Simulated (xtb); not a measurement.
xtb input:

```bash
xtb mol.xyz --gfn 2 --ohess tight --chrg -1 --uhf 0
```
mol.xyz:
```
6

C     -0.34045061    -0.01229559    -0.03977851
N      0.97290943    -0.49135327    -0.37290021
H     -0.60770544    -0.02059801     1.10474864
H     -1.02416657    -0.71197233    -0.52912287
H     -0.64922622     1.07667771    -0.30009360
H      1.61761682     0.19634020     0.09462654
```

**Question.** What final total energy does it print?

**Answer.** -7.18618 Eh (GFN2-xTB).
